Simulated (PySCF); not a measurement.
Does the answer move with the share of exact exchange?

Species: C4H5B.
SMILES: `BC#CC=C`

PySCF, def2-SVPD basis, density fitting, gas phase, PBE0-D3(BJ)/def2-SVP geometry; singlet excitations by full TDDFT with frozen cores, triplets by Tamm–Dancoff TDDFT and ionisation energies by ΔSCF, from the lowest of the holes tried. One functional is left out:

```
functional  exact exchange (%)  HOMO energy (eV)  LUMO energy (eV)  lowest singlet excitation (eV)  lowest triplet excitation (eV)  dipole moment (D)  mean polarisability (au)  vertical ionisation energy (eV)
       LDA                   0             -6.58             -3.75                            2.91                            2.73              2.509                      76.9                             9.71
       PBE                   0             -6.46             -3.49                            3.02                            2.70              2.486                      75.9                             9.54
      PBE0                  25             -7.66             -2.60                            3.36                            2.75              2.341                      72.9                             9.63
 BHandHLYP                  50             -8.46             -1.55                            3.61                            2.84              2.216                      70.9                             9.44
```

Problem. Predict the row of B3LYP (20 % exact exchange) by straight lines through the other rows, and check it.

Solution. 
```json
{"property": "HOMO energy (eV)", "line": "-7.34", "computed": "-7.44", "computed − line": "-0.10", "PBE0 (25 %), for comparison": "-7.66"}
{"property": "LUMO energy (eV)", "line": "-2.80", "computed": "-2.77", "computed − line": "+0.03", "PBE0 (25 %), for comparison": "-2.60"}
{"property": "lowest singlet excitation (eV)", "line": "3.24", "computed": "3.32", "computed − line": "+0.08", "PBE0 (25 %), for comparison": "3.36"}
{"property": "lowest triplet excitation (eV)", "line": "2.76", "computed": "2.80", "computed − line": "+0.04", "PBE0 (25 %), for comparison": "2.75"}
{"property": "dipole moment (D)", "line": "2.381", "computed": "2.346", "computed − line": "-0.035", "PBE0 (25 %), for comparison": "2.341"}
{"property": "mean polarisability (au)", "line": "74.0", "computed": "73.8", "computed − line": "-0.2", "PBE0 (25 %), for comparison": "72.9"}
{"property": "vertical ionisation energy (eV)", "line": "9.58", "computed": "9.64", "computed − line": "+0.06", "PBE0 (25 %), for comparison": "9.63"}
```
